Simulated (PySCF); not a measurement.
CuH8O4, charge +2, multiplicity 2. Atoms are numbered in the order given.

```xyz
13

Cu     0.0000     0.0000     0.0000
O      1.9632     0.0000     0.0000
H      2.5335     0.5809    -0.5308
H      2.5335    -0.5809     0.5308
O      0.0000     1.9632     0.0000
H     -0.5809     2.5335    -0.5308
H      0.5809     2.5335     0.5308
O     -1.9632     0.0000     0.0000
H     -2.5335    -0.5809    -0.5308
H     -2.5335     0.5809     0.5308
O      0.0000    -1.9632     0.0000
H     -0.5809    -2.5335     0.5308
H      0.5809    -2.5335    -0.5308
```
Charge +2, spin multiplicity 2.

The structure is a stationary point at PBE0-D3(BJ)/def2-SVP. The multiplicity is an assumed one; other spin states were not compared. The isomer is the one that the SMILES or the coordinates give; other isomers of the formula were not compared.

Computed with PySCF with B3LYP/def2-TZVP.

Atomic charges (e):

| atom | meta-Löwdin | Mulliken | Mulliken spin |
|---|---|---|---|
| Cu1 | 1.36 | 0.73 | 0.76 |
| O2 | -0.66 | -0.53 | 0.05 |
| H3 | 0.41 | 0.42 | 0.00 |
| H4 | 0.41 | 0.42 | 0.00 |
| O5 | -0.66 | -0.53 | 0.05 |
| H6 | 0.41 | 0.42 | 0.00 |
| H7 | 0.41 | 0.42 | 0.00 |
| O8 | -0.66 | -0.53 | 0.05 |
| H9 | 0.41 | 0.42 | 0.00 |
| H10 | 0.41 | 0.42 | 0.00 |
| O11 | -0.66 | -0.53 | 0.05 |
| H12 | 0.41 | 0.42 | 0.00 |
| H13 | 0.41 | 0.42 | 0.00 |
